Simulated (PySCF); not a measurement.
C₂H₂F₃, SMILES [CH2]C(F)(F)F, multiplicity 2. Atoms are numbered in the order given.

```xyz
7

C      1.4944    -0.0475     0.0000
C      0.0121    -0.0096     0.0000
F     -0.4987    -0.6132     1.0871
F     -0.4987    -0.6132    -1.0871
F     -0.4566     1.2592     0.0000
H      2.0241     0.0237     0.9503
H      2.0241     0.0237    -0.9503
```
Charge 0, spin multiplicity 2.

Geometry: B3LYP-D3(BJ)/def2-SVP. The isomer is the one that the SMILES or the coordinates give; other isomers of the formula were not compared.

The numbers are results of r2SCAN/def2-TZVP (PySCF), not measurements.

ESP charges are fitted to the potential on shells at 1.4 to 2.0 van der Waals radii. Atomic charges (e):

```csv
atom,Löwdin,meta-Löwdin,ESP fit,Mulliken spin
C1,-0.09,-0.26,…,1.09
C2,-0.73,0.78,…,-0.04
F3,0.19,-0.27,…,0.01
F4,0.19,-0.27,…,0.01
F5,0.18,-0.28,…,0.03
H6,0.13,0.15,…,-0.05
H7,0.13,0.15,…,-0.05
```

Problem. Fill in the missing entries. (The exact figures need the calculation; the answer reports its results.)

Solution. 
- C1, ESP fit: -0.47
- C2, ESP fit: 0.68
- F3, ESP fit: -0.20
- F4, ESP fit: -0.20
- F5, ESP fit: -0.21
- H6, ESP fit: 0.21
- H7, ESP fit: 0.21

Computed Mayer and Wiberg (Löwdin basis) orders of the bonds:
```csv
bond,Mayer,Wiberg
C1–C2,1.05,1.37
C2–F3,1.11,1.75
C2–F4,1.11,1.75
C2–F5,1.10,1.73
C1–H6,0.95,0.93
C1–H7,0.95,0.93
```
